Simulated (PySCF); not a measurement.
Basis and Hamiltonian dependence of the ionisation energy of Sc+

Sc+ [Ar] 3d1 4s1 (3D) → Sc(2+) [Ar] 3d1 (2D). All values are computed (PySCF 2.14, energy differences of UHF-based or UKS calculations, no spin-orbit coupling). Values in eV.

```tsv
basis	Hamiltonian	functions	UHF	PBE	PBE0	MP2 (valence)	CCSD(T) (valence)	CCSD(T) (valence and next inner shell)
x2c-SVPall	spin-free X2C	36	12.177	n/a	12.864	12.222	n/a	n/a
cc-pVDZ-DK	spin-free X2C	43	12.232	n/a	12.954	12.299	n/a	n/a
def2-TZVP	non-relativistic	45	12.164	n/a	12.863	12.234	n/a	n/a
pcseg-2	non-relativistic	56	12.164	13.048	n/a	12.244	n/a	n/a
x2c-TZVPPall	spin-free X2C	64	12.227	13.110	12.939	12.309	12.344	12.789
def2-TZVPPD	non-relativistic	67	12.160	13.034	12.864	12.241	12.275	12.715
cc-pVTZ	non-relativistic	68	12.157	n/a	n/a	12.246	n/a	n/a
def2-QZVPPD	non-relativistic	93	12.155	13.046	12.871	12.248	12.284	12.724
aug-cc-pVTZ-DK	spin-free X2C	93	12.223	13.123	12.946	12.315	12.351	n/a
x2c-QZVPPall	spin-free X2C	96	12.221	13.120	12.944	12.315	12.353	12.796
cc-pVQZ-DK	spin-free X2C	104	12.220	13.126	12.948	12.318	n/a	n/a
aug-cc-pwCVTZ	non-relativistic	127	12.154	13.049	12.873	12.249	n/a	n/a
aug-cc-pVQZ-DK	spin-free X2C	140	12.220	13.126	12.948	12.318	n/a	n/a
aug-cc-pwCVTZ-DK with one added diffuse shell each of s, p, d, f, g type	spin-free X2C	152	12.220	13.123	12.946	12.316	n/a	n/a
```

Extrapolation of MP2 (valence) from aug-cc-pVTZ-DK and aug-cc-pVQZ-DK: the correlation parts are 0.091 and 0.098 eV; with the X⁻³ form and unrounded values, (4³ × 0.098 − 3³ × 0.091)/(4³ − 3³) = 0.102 eV, and adding the Hartree-Fock value 12.220 eV of the larger basis gives 12.323 eV.

Frozen in the all-electron rows: valence: [Ar]; valence and next inner shell: [Ne].

Non-relativistic rows lack the scalar-relativistic shift.

Between the lowest levels the reference is 12.800 eV (measured; NIST Atomic Spectra Database, ionization energies); it includes spin-orbit coupling, which these numbers lack.
